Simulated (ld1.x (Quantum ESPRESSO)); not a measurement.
## cerium, TM: configuration errors across variants

ld1.x (Quantum ESPRESSO) 7.5 input, shortened:

```
&input
   title='Ce', zed=58., rel=1, dft='PBESOL', iswitch=3,
   config='[Xe] 4f1 5d1 6s0 6p0'
 /
 &inputp
   pseudotype=2, tm=.true., lloc=3,
   nlcc=.true., rcore=1.50
 /
4
5S  1  0   2.00   0.00  1.70  1.70  0.0
5P  2  1   6.00   0.00  2.50  2.50  0.0
5D  3  2   1.00   0.00  2.80  2.80  0.0
4F  4  3   1.00   0.00  1.70  1.70  0.0
 &test
   configts(1)='4f1 5s2 5p6 5d1 6s0 6p0'
 /
```

All-electron excitation energies from the reference (eV): (1) 4f1 5s2 5p6 5d1 6s2 6p0 -17.140; (2) 4f1 5s2 5p6 5d1 6s1 6p0 -11.037; (3) 4f1 5s2 5p6 5d0 6s0 6p0 19.137; (4) 4f0 5s2 5p6 5d0 6s0 6p0 56.959; (5) 4f0 5s2 5p6 5d1 6s2 6p0 -4.656; (6) 4f1 5s2 5p6 5d2 6s0 6p0 -10.885; (7) 4f0 5s2 5p6 5d2 6s2 6p0 -12.300.

Tests that are not counted but printed errors over 1 eV. “all radii but the core radius scaled by about 0.78 (s 1.32, p 1.96, d 2.18, f 1.32 bohr)”: 4f0 5s2 5p6 5d1 6s2 6p0 (solver errors, printed error -1012 eV); 4f0 5s2 5p6 5d2 6s2 6p0 (solver errors, printed error -732 eV); 2 more. “all radii but the core radius scaled by about 0.87 (s 1.48, p 2.18, d 2.44, f 1.48 bohr)”: 4f0 5s2 5p6 5d1 6s2 6p0 (solver errors, printed error -936 eV); 4f0 5s2 5p6 5d2 6s2 6p0 (solver errors, printed error -691 eV); 2 more.

1 further variants failed, have other tests or too few solved ones, and are left out.

A true bound ghost makes a file unfit for plane-wave use even where its test errors are small: the radial tests pick states by their node count and pass the ghost by. Where a test does run into it, the solver fails or the error is huge.

Errors AE − PS in meV (a dash: test not solved or not reliable):

```csv
change,(1),(2),(3),(4),(5),(6),(7),bound ghosts
base,-55,-37,-3.5,+519,+284,+0.8,+239,"s, p"
"all radii but the core radius scaled by about 0.78 (s 1.32, p 1.96, d 2.18, f 1.32 bohr)",–,–,-2.4,+283,–,-1.1,–,"s, p, d"
"all radii but the core radius scaled by about 0.87 (s 1.48, p 2.18, d 2.44, f 1.48 bohr)",–,–,-2.8,+370,–,-1.9,–,"s, p, d"
"all radii but the core radius scaled by about 1.13 (s 1.92, p 2.82, d 3.16, f 1.92 bohr)",-253,-171,-3.0,+647,-33,-1.8,+69,"s, p"
```

(1) Give the same row for: all radii but the core radius scaled by about 1.22 (s 2.08, p 3.06, d 3.42, f 2.08 bohr).

## Answers

(1) -427, -288, +0.6, +690, -336, -2.2, -124; bound ghosts: s, p.
